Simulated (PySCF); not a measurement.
C4H5BO2, SMILES B1(OC=CC1=C)O.

Geometry: B3LYP-D3(BJ)/def2-SVP. The structure was generated by enumeration, and PubChem lists no compound with its InChIKey, so it may never have been made. The values are those of a single conformer.

Method: M06-2X/def2-TZVP run with PySCF.

Symmetry labels are those of the subgroup Cs that the program uses (full group Cs).

Computed valence orbital energies around the gap with their symmetry:
```
orbital  symmetry  energy (eV)
-------  --------  -----------
HOMO−7         A'       -13.81
HOMO−6         A'       -12.73
HOMO−5         A'       -12.44
HOMO−4         A'       -12.19
HOMO−3         A"       -11.98
HOMO−2         A'       -10.23
HOMO−1         A"       -10.09
HOMO           A"        -7.57
LUMO           A"        -0.54
LUMO+1         A'         1.45
LUMO+2         A"         2.14
LUMO+3         A'         2.47
```
